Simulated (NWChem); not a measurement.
System: CH4O3Si; SMILES O=C[SiH](O)O

Here is an NWChem input.

```
start job
memory heap 200 mb stack 900 mb global 1100 mb
geometry units angstroms noautoz
  O      0.347561    -1.909183    -0.644703
  C     -0.522095    -1.247628    -0.120235
  Si    -0.024829     0.527314     0.434472
  O     -0.952404     1.529234    -0.503228
  O      1.591578     0.545372     0.101303
  H     -1.553409    -1.676876    -0.008311
  H     -0.232157     0.829542     1.875869
  H     -0.897139     2.477261    -0.351112
  H      1.827917    -0.230970    -0.430159
end
basis spherical
  * library def2-tzvp
end
dft
  xc b3lyp
  iterations 150
  semidirect filesize 400000000
  mulliken
end
task dft energy
```

All runs use the structure optimised with PBE0/def2-SVP. B3LYP is NWChem's, with the RPA form of VWN correlation.

Q: Predict the main results of this run. (B3LYP/def2-TZVP.) Quantities: energy (Ha); highest occupied level (eV); orbital gap (eV); dipole (D).

A: 
```
Quantity                      Result
---------------------------  -------
energy (Ha)                  -555.90
highest occupied level (eV)    -7.20
orbital gap (eV)                5.04
dipole (D)                      2.22
```
